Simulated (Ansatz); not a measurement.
Relaxation of CH₇NOSn (11 atoms, charge 0, multiplicity 1), to a largest force component of 0.03 eV/Å in at most 50 steps.

All numbers below come from RKS PBE0/def2-SVP (Ansatz 0.2.0).

```xyz
11
Properties=species:S:1:pos:R:3
Sn -1.209 0.636 -1.557
N -0.545 0.287 1.753
O 0.501 -0.132 -2.351
C 0.890 -0.027 -1.051
H 0.162 -0.213 1.212
H -1.703 -0.925 -0.820
H 0.518 0.869 -0.435
H -1.211 -0.419 2.062
H -0.095 0.657 2.588
H 1.976 0.204 -0.965
H 0.716 -0.937 -0.436
```

Problem. Where does it end, and by what steps?

Solution. It converged. After 30 steps the energy has fallen by 1.871 eV; H7 moved furthest, 1.90 Å. Parted: Sn1–C4 (2.26 → 3.07 Å). Joined: Sn1–N2 (3.39 → 2.43 Å).

```tsv
step	energy less start (eV)	largest force component (eV/Å)	accepted
0	0.0000	3.303	yes
2	-0.6663	0.560	yes
4	-1.0808	1.427	yes
6	-1.5512	0.709	yes
8	-1.6372	0.399	yes
10	-1.7027	0.505	yes
12	-1.7930	0.486	yes
14	-1.8396	0.089	yes
16	-1.8434	0.050	yes
18	-1.8396	0.268	no
20	-1.8466	0.125	yes
22	-1.8484	0.299	yes
24	-1.8545	0.191	yes
26	-1.8645	0.194	yes
28	-1.8696	0.095	yes
30	-1.8705	0.028	yes
```

```xyz
11
Properties=species:S:1:pos:R:3
Sn -1.661 0.406 -0.801
N -1.018 0.443 1.537
O 0.352 0.766 -0.934
C 1.334 -0.200 -1.105
H -0.080 0.789 1.311
H -1.455 -1.384 -0.717
H 1.824 -0.484 -0.147
H -0.929 -0.461 2.000
H -1.471 1.096 2.175
H 2.141 0.173 -1.766
H 0.962 -1.145 -1.552
```

Whether the end is a true minimum wasn't checked by a vibrational analysis.

The run took 61 s on 2 threads of Intel(R) Xeon(R) 6975P-C (Granite Rapids), on a shared host, peak memory 0.25 GiB.
